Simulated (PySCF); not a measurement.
Stationary points of Sn(OH)2

These are results of BP86 in PySCF with Sn def2-TZVP with ECP28, O def2-TZVP, H def2-TZVP; scalar-relativistic core potentials, no spin–orbit coupling; density-fitted integrals, not measurements.

Relaxations began from a few typed shapes. The search is not exhaustive: other isomers or separated fragments can lie lower, and high-lying points may rest on an excited occupation.

```json
{"spin": "singlet", "group": "C2v", "bonds": "O–H 0.974 Å (×2), Sn–O 2.014 Å (×2)", "angles": "H–O–Sn 116.7° (×2), O–Sn–O 101.0°", "imaginary modes (cm⁻¹)": "none", "ΔE (kJ/mol)": "0.0", "ΔE with ZPE (kJ/mol)": "0.0"}
{"spin": "singlet", "group": "D∞h", "bonds": "O–H 0.974 Å (×2), Sn–O 2.067 Å (×2)", "angles": "H–O–Sn 180.0° (×2), O–Sn–O 180.0°", "imaginary modes (cm⁻¹)": "2 found", "ΔE (kJ/mol)": "145.0", "ΔE with ZPE (kJ/mol)": "–"}
```

The lowest minimum found is the singlet C2v: O–H 0.974 Å (×2), Sn–O 2.014 Å (×2); H–O–Sn 116.7° (×2), O–Sn–O 101.0°.
